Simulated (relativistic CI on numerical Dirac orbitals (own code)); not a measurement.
# Zn⁸⁺: q coefficients and field-shift factors

These numbers are calculated, not measured: Dirac-Coulomb-Breit CI, orbitals from a KLI potential per configuration, derivatives by finite differences, unscaled Slater integrals, QED left out (own radial code, finite nucleus).

Configurations in the expansion (outside the closed core [Ne] 3s2): 3p⁶3d⁴, 3p⁵3d⁵, 3p⁶3d³4p, 3p⁶3d²4s4p, 3p⁶3d²4s², 3p⁶3d4s²4p. Double excitations out of closed p, d and f shells are left out; levels of such configurations are missing from the list, as are those of other unlisted configurations, and high levels can miss mixing partners.

With x = (α/α₀)² − 1 an excitation energy changes as ω = ω₀ + qx; K = 2q/ω₀ is the relative enhancement. Terms are leading LS components, so labels can repeat. The field-shift factor is F = δν/δ⟨r²⟩ for the transition from the lowest level.

Lowest level 3p⁶3d⁴ ⁵D0.

| Level | ω₀ (cm⁻¹) | q (cm⁻¹) | K | F (GHz/fm²) |
| --- | --- | --- | --- | --- |
| 3p⁶3d⁴ ⁵D1 | 480.3 | 588.7 | 2.45 | 0.00262 |
| 3p⁶3d⁴ ⁵D2 | 1362.0 | 1573 | 2.31 | 0.00711 |
| 3p⁶3d⁴ ⁵D3 | 2551.3 | 2773 | 2.17 | 0.0128 |
| 3p⁶3d⁴ ⁵D4 | 3968.6 | 4070 | 2.05 | 0.019 |
| 3p⁶3d⁴ ³H4 | 39526.3 | 577.5 | 0.0292 | 0.0499 |
| 3p⁶3d⁴ ³H5 | 40519.8 | 1914 | 0.0945 | 0.0558 |
| 3p⁶3d⁴ ³P0 | 40853.8 | -2214 | -0.108 | 0.0422 |
| 3p⁶3d⁴ ³H6 | 41435.1 | 2878 | 0.139 | 0.0604 |
| 3p⁶3d⁴ ³P1 | 43709.7 | 923.3 | 0.0422 | 0.0564 |
| 3p⁶3d⁴ ³F3 | 46009.2 | 1152 | 0.0501 | 0.0598 |
| 3p⁶3d⁴ ³F2 | 46118.6 | 1767 | 0.0766 | 0.0621 |
| 3p⁶3d⁴ ³F4 | 46440.8 | 1883 | 0.0811 | 0.0629 |
| 3p⁶3d⁴ ³P2 | 48091.7 | 4914 | 0.204 | 0.0755 |
| 3p⁶3d⁴ ³G3 | 50798.2 | 3143 | 0.124 | 0.0722 |
| 3p⁶3d⁴ ³G4 | 51656.3 | 3532 | 0.137 | 0.0747 |
| 3p⁶3d⁴ ³G5 | 52306.0 | 4203 | 0.161 | 0.0778 |
| 3p⁶3d⁴ ¹I6 | 60348.8 | 2890 | 0.0958 | 0.0832 |
| 3p⁶3d⁴ ¹G4 | 64572.1 | 4491 | 0.139 | 0.094 |
| 3p⁶3d⁴ ³D3 | 64820.1 | 2262 | 0.0698 | 0.0858 |
| 3p⁶3d⁴ ³D2 | 65167.2 | 2567 | 0.0788 | 0.0873 |
| 3p⁶3d⁴ ³D1 | 65818.5 | 3475 | 0.106 | 0.0911 |
| 3p⁶3d⁴ ¹S0 | 74521.8 | 3831 | 0.103 | 0.104 |
| 3p⁶3d⁴ ¹D2 | 79181.7 | 3656 | 0.0923 | 0.108 |

At this charge configurations can still be misplaced by up to about 7 % of their energy. Terms inside the open d or f shell come out 10 to 20 % too wide with unscaled integrals.
